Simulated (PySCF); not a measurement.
# Electron correlation in Re(2+) (rhenium, charge +2)

[Xe] 4f14 5d5, high-spin 6S determinant. All numbers are calculated (PySCF 2.14, scalar relativity by spin-free X2C-1e, in x2c-TZVPPall). Frozen: [Xe] 4f14; 5 electrons correlated.

```tsv
level	correlation energy (mhartree)
CCSD	-52.76
(T)	-0.63
CCSD(T)	-53.39
```

Diagnostics: T1 = 0.0019, D1 = 0.0027, largest double amplitude 0.027.

Task: Is a single reference adequate?

Result: Yes, within this model without spin-orbit coupling: T1 lies below 0.03 and no double amplitude reaches 0.07.
